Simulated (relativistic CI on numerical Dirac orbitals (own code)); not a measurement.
Hyperfine structure of C⁺, mass number 13

Calculated at this level of theory: Dirac-Coulomb-Breit CI, orbitals from a KLI potential per configuration, model QED (radiative potential, 1s self-energy scaled to tabulated hydrogen-like ionisation energies), valence Slater integrals scaled by 0.85, P86 correlation energy added to each configuration (own radial code, finite nucleus).

Configuration list (outside the closed core 1s2): 2s2 2p, 2s 2p2, 2s2 3s, 2s2 3p, 2p3, 2s2 3d, 2s2 4s, 2s2 4p, 2s 2p 3s, 2s2 4d, 2s2 4f, 2p2 3s, 2s 2p 3p, 2p2 3p, 2s 2p 3d, 2p2 3d. Levels of other configurations are missing.

Nuclear spin I = 1/2, μ = 0.70237 μN (tables of Stone and Pyykkö). The electronic factors are computed for point nuclear moments, without core polarisation; leaving it out makes A of s and p electrons in near-neutral atoms 20 to 40 % too small, and it can dominate for d and f shells.

| Level | E (cm⁻¹) | A (MHz) |
| --- | --- | --- |
| 2s2 2p 2P°_1/2 | 0.0 | 796.3 |
| 2s2 2p 2P°_3/2 | 59.9 | 187.7 |
| 2s 2p2 4P_1/2 | 42235.1 | 2074 |
| 2s 2p2 4P_3/2 | 42255.7 | 961.4 |
| 2s 2p2 4P_5/2 | 42281.1 | 944.2 |
| 2s 2p2 2D_5/2 | 77133.2 | 1006 |
| 2s 2p2 2D_3/2 | 77136.1 | -417.4 |
| 2s 2p2 2S_1/2 | 96123.1 | 3650 |

Levels with J = 0, under 50 % of one LS term, or S terms without an open s electron are left out. Small factors come from cancelling terms and can be off by tens of per cent or more.

For a near-neutral ion this model can misplace configurations by up to about 10,000 cm⁻¹ (more where the count of f electrons changes) and terms by 10 to 25 % of their spread. Rates follow the energies as ν³ (E1, M1) or ν⁵ (E2), so they and the lifetimes can be off by large factors. The fine structure of a lone outer electron comes out too small, for d and f at times inverted, and misplaced configurations move strength between like terms. 28 of the 28 excited levels that our extract of the measured tables holds in this range could be paired (the sources list more); they are missed by 4773 cm⁻¹ on average and 11834 at most, and levels without a partner can miss by more.

Q: Give the hyperfine levels of 2s2 2p 2P°_1/2 relative to its centre of gravity.

A: With K = F(F + 1) − I(I + 1) − J(J + 1), E = AK/2: F = 0: -597.2, F = 1: 199.1 MHz.
